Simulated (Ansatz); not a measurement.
`[CH3][GeH]` + HCl → `[Cl][GeH]` + CH₄ at 298.15 K and 1 bar (ligand exchange at a Ge–C bond).

Calculated with Ansatz (gas phase, PBE0-D4/def2-TZVP geometries, no zero-point term in ΔE). CCSD(T)/CBS is the MP2 limit (def2-TZVPP, def2-QZVPP) plus CCSD(T) − MP2 in def2-TZVPP, frozen cores. This one scheme is used for every species. For Ge outer-core shells are correlated without core-valence functions, which leaves a few kJ/mol of doubt a bond. Scalar relativity is left out up to krypton.

```
     species  CCSD(T)/CBS energy (Eh)  H − E (kJ/mol)  S (J/(mol·K))
`[CH3][GeH]`              -2116.52215           121.0          272.7
         HCl               -460.38127            26.6          186.8
 `[Cl][GeH]`              -2536.49422            29.1          264.4
         CH₄                -40.46206           127.4          186.2
```

H − E and S are ideal-gas, rigid-rotor, harmonic terms from PBE0-D4/def2-TZVP. 1 Eh = 2625.50 kJ/mol, R = 8.31446 J/(mol·K).

Task: By hand: ΔE, ΔH, ΔS and ΔG.

Result: ΔE = (-2536.49422) + (-40.46206) − (-2116.52215) − (-460.38127) = -0.05286 Eh = -138.8 kJ/mol. Δ(H − E) = 29.1 + 127.4 − 121.0 − 26.6 = 8.9, so ΔH = -129.9 kJ/mol. ΔS = 264.4 + 186.2 − 272.7 − 186.8 = -8.9 J/(mol·K). ΔG = -129.9 − 298.15 × (-8.9)/1000 = -127.2 kJ/mol.

Task: By hand: the equilibrium constant, and the temperature at which ΔG would vanish if ΔH and ΔS stayed fixed.

Result: log₁₀ K = −ΔG/(RT ln 10) = 22.3. ΔG = 0 at ΔH/ΔS = 14596 K, far beyond where these terms or the molecules hold.

The number of gas molecules stays the same, so ΔS is small and ΔH decides. A doubt of 5 kJ/mol in ΔE shifts log₁₀ K by 0.9 here. These are equilibria of isolated gas molecules and say nothing of rates. Largest T1 diagnostic: 0.013 (customary marks: 0.02 for closed shells, 0.045 for open ones).
